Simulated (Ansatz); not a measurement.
Wavefunction ladder for FH4N2OTa (`[NH]=[Ta]([NH2])([OH])[F]`)

```xyz
9

N     1.227   -1.197    0.088
Ta   -0.221   -0.290   -0.358
N     0.301    1.601   -0.121
O    -1.690   -0.710    0.787
F    -0.740   -0.626   -2.152
H     2.012   -1.800    0.264
H     1.213    1.931    0.149
H    -0.344    2.374   -0.207
H    -1.759   -1.282    1.550
```

Total charge 0; spin multiplicity 1. Correlated methods include outer-core shells of Ta, which these sets cover unevenly. Ta takes the def2 core potential. The geometry is a stationary point of PBE0-D4/def2-TZVP. It is one conformer, not always the lowest. Frozen core, restricted reference, Ansatz 0.2.0.

```
     basis     HF (Eh)  MP2 corr.
  def2-SVP  -341.86854   -1.01771
def2-TZVPP  -342.25474   -1.33197
def2-QZVPP  -342.26902   -1.45715
```

Problem. Estimate the CCSD correlation energy and the (T) correction in each basis where they were run (hartree).

Solution. 
```json
{"basis": "def2-SVP", "CCSD corr.": "-1.01341", "(T)": "-0.03603"}
{"basis": "def2-TZVPP", "CCSD corr.": "-1.31509", "(T)": "-0.05949"}
```
